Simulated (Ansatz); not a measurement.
(E)-1-chloro-3,3-difluoroprop-1-ene (C3H3ClF2), SMILES FC(F)/C=C/Cl.

Coordinates come from a PBE-D3(BJ)/def2-SVP optimisation. The values are those of a single conformer.

Two levels are set side by side: PBE/def2-SVPD (Ansatz, an electronic-structure program) and PBE0/def2-SVPD (Ansatz). Energy differences of separate SCF runs at the same geometry; the states with an electron removed or added have multiplicity 2 and 2. Differences are taken from unrounded values.

```json
[
 {"quantity": "vertical ionisation energy (eV)", "PBE": "10.08"},
 {"quantity": "vertical singlet–triplet gap (eV)", "PBE": "4.00"}
]
```

These are the PBE values. What does PBE0 give? (Estimate from the structure and the level; the computed values follow.)


```
quantity                            PBE0  PBE minus PBE0
---------------------------------  -----  --------------
vertical ionisation energy (eV)    10.25           -0.17
vertical singlet–triplet gap (eV)   3.90            0.10
```
